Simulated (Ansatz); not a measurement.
Ge(vinyl)H3 (C2H6Ge). Charge 0, multiplicity 1. Geometry PBE0-D4/def2-TZVP; atoms count from 1.

```xyz
9

Ge   -0.3908    0.7680   -1.0047
C     0.4386    0.1062    0.6172
C     0.2929   -1.1406    1.0482
H     1.0492    0.7944    1.1978
H    -0.3076   -1.8692    0.5110
H     0.7696   -1.4922    1.9592
H    -1.1989   -0.3756   -1.6398
H     0.6750    1.2615   -1.9996
H    -1.3279    1.9476   -0.6893
```

(1) Estimate the Mulliken populations from the PBE0/def2-TZVP orbitals of Ansatz.

(2) And the Mayer bond orders between heavy atoms (over 0.3)?

## Answers

(1) 
```csv
atom,charge (e)
Ge1,0.09
C2,-0.24
C3,-0.24
H4,0.13
H5,0.13
H6,0.13
H7,0.00
H8,0.00
H9,0.00
```
Mulliken values depend strongly on the basis.

(2) Ge1–C2 0.92 (1.94 Å); C2–C3 1.95 (1.33 Å).
